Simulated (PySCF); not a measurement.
Magnetic shielding above rings: a mixed set.

NICS = −σ at a ghost point: NICS(0) at the centroid of the ring atoms, NICS(1) 1 Å to either side along the normal of their mean plane, zz for the tensor component along that normal. Level: GIAO PBE0/pcSseg-1 (PySCF, non-relativistic, gas phase) on the GFN2-xTB geometries, one conformer each. Atom numbers follow the mapped SMILES.

Task: Order these rings by mean NICS(1)zz, lowest (most negative) first (ppm).
A. ring C4–C5–C6–C7–S8 in `[CH:1]1=[CH:2][C@H:3]([c:4]2[cH:5][cH:6][cH:7][s:8]2)[SiH2:9][CH2:10]1`
B. ring C3–C4–N5–C6–C10 in `[CH2:1]=[CH:2][c:3]1[cH:4][nH:5][c:6]2[cH:7][cH:8][s:9][c:10]12`
C. ring C2–C3–Si4–C8–C9 in `[CH3:1][C:2]1=[CH:3][Si@H:4]([N:5]([SiH3:6])[SiH3:7])[CH:8]=[CH:9]1`
D. ring C2–P3–C4–C5–S6 in `[SiH3:1][c:2]1[p:3][cH:4][cH:5][s:6]1`
E. ring C4–C5–C6–Si8–C9 in `[CH2:1]=[CH:2][SiH2:3][C:4]1=[CH:5][C:6](=[O:7])[SiH2:8][CH2:9]1`
F. ring Si2–C5–Si6–C7 in `[CH3:1][Si:2]1([CH2:3][Cl:4])[CH2:5][SiH2:6][CH2:7]1`
G. ring C1–C2–C3–C9–C10 in `[CH2:1]1[CH2:2][C@@H:3]2[C@@H:4]3[CH2:5][CH2:6][C@@H:7]([CH2:8]3)[C@@H:9]2[CH2:10]1`

Result: D (-28.4), B (-26.0), A (-24.3), G (-6.8), E (-2.0), F (2.8), C (3.8).

```tsv
SMILES	ring	NICS(0)	NICS(1)	NICS(1)zz	HOMA	rms pucker (Å)	ring atoms with four or more neighbours
[SiH3]c1pccs1	5-membered ring with P and S; formal bonds all aromatic	-12.0	-12.1	-28.4	0.74	0.00	0
C=Cc1c[nH]c2ccsc12	5-membered ring with N; formal bonds all aromatic	-12.6	-10.4	-26.0	0.92	0.00	0
C1=C[C@H](c2cccs2)[SiH2]C1	5-membered ring with S; formal bonds all aromatic	-11.7	-10.5	-24.3	0.76	0.00	0
C1C[C@@H]2[C@@H]3CC[C@@H](C3)[C@@H]2C1	5-membered carbocycle; formal bonds all single	-5.8	-4.0	-6.8	–	0.13	5
C=C[SiH2]C1=CC(=O)[SiH2]C1	5-membered ring with Si; formal bonds 1 double, 4 single	4.2	-1.8	-2.0	–	0.00	2
C[Si]1(CCl)C[SiH2]C1	4-membered ring with 2 Si; formal bonds all single	0.1	-1.3	2.8	–	0.04	4
CC1=C[Si@H](N([SiH3])[SiH3])C=C1	5-membered ring with Si; formal bonds 2 double, 3 single	2.2	-1.3	3.8	–	0.01	1
```

NICS(0) gives another order. The isotropic NICS(1) gives another order. HOMA uses Krygowski's 1993 parameters; it is left out where a ring has a four-coordinate atom, a triple bond, no multiple bond or a kind of bond without parameters. NICS(1) and NICS(1)zz are means over the two faces.
